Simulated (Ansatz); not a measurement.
Consider the cleavage of the Si–Si bond: `O[SiH2]S[SiH2][SiH3]` + `[NH2][AlH][OH]` → `[OH][AlH][NH][SiH3]` + `O[SiH2]S[SiH3]`.

Calculated with Ansatz (gas phase, PBE0-D4/def2-TZVP geometries, no zero-point term in ΔE). CBS: MP2 limit from def2 TZ/QZ plus the TZ coupled-cluster correction, frozen cores. This one scheme is used for every species. DFT in def2-TZVPP. B3LYP here is the variant with VWN-RPA as its local correlation; programs differ in this. Each species was taken in one conformer, which may not be the lowest.

`O[SiH2]S[SiH2][SiH3]`:

```xyz
13

O    -2.703    0.788   -1.471
Si   -1.069    0.851   -1.590
S    -0.137    1.846    0.054
Si    0.053    0.126    1.324
Si    2.003   -1.064    0.822
H    -3.082    0.372   -0.696
H    -0.787    1.644   -2.804
H    -0.489   -0.516   -1.674
H    -1.154   -0.738    1.173
H     0.082    0.629    2.723
H     3.177   -0.182    1.055
H     2.121   -2.270    1.687
H     1.985   -1.486   -0.602
```

`[NH2][AlH][OH]`:

Z-matrix (Å, degrees):
```
N
Al 1 1.760
H 1 1.006 2 124.4
H 1 1.007 2 125.1 3 -180.0
O 2 1.698 1 116.8 3 -180.0
H 2 1.579 1 120.8 3 -0.1
H 5 0.955 2 123.2 1 180.0
```

`[OH][AlH][NH][SiH3]`:

Cartesian coordinates in Å:
```
O 1.436 1.399 1.006
Al 0.619 1.302 -0.474
N -0.437 -0.104 -0.725
Si -0.797 -1.442 0.306
H 2.025 2.113 1.239
H 0.768 2.396 -1.602
H -0.908 -0.130 -1.620
H -0.038 -1.267 1.568
H -0.415 -2.741 -0.318
H -2.252 -1.525 0.619
```

`O[SiH2]S[SiH3]`:

Z-matrix (Å, degrees):
```
Si
S 1 2.133
O 1 1.643 2 112.7
H 1 1.484 2 104.2 3 122.4
H 1 1.478 2 111.2 3 -117.0
Si 2 2.142 1 97.8 3 56.4
H 3 0.959 1 117.4 2 55.1
H 6 1.485 2 110.0 1 38.0
H 6 1.483 2 106.7 1 157.7
H 6 1.484 2 111.2 1 -83.2
```

Q: Is it downhill or uphill in electronic energy at CCSD(T)/CBS, and by how much? (Estimate.)

A: Computed: Downhill: ΔE = -51.2 kJ/mol.

Q: What do these levels give: r2SCAN-D4, B3LYP-D4, ωB97X-V, ωB97M-V, PBE, r2SCAN, B3LYP, MP2/def2-TZVPP, MP2/def2-QZVPP, HF/CBS(def2), MP2/CBS(def2), CCSD/CBS(def2)? (Estimate.)

A: Computed: r2SCAN-D4 -46.1, B3LYP-D4 -49.6, ωB97X-V -50.7, ωB97M-V -55.1, PBE -33.2, r2SCAN -46.8, B3LYP -52.4, MP2/def2-TZVPP -60.2, MP2/def2-QZVPP -58.9, HF/CBS(def2) -73.6, MP2/CBS(def2) -57.5, CCSD/CBS(def2) -53.6 kJ/mol.

Largest T1 diagnostic among the species: 0.012.

In def2-TZVPP, CCSD(T) changes the Hartree–Fock value by +18.6 kJ/mol (the triples alone add +2.4 kJ/mol) and MP2 by +12.3 kJ/mol. From PBE to PBE0 (25 % exact exchange), in def2-TZVPP and without D4, ΔE moves by −6.4 kJ/mol.
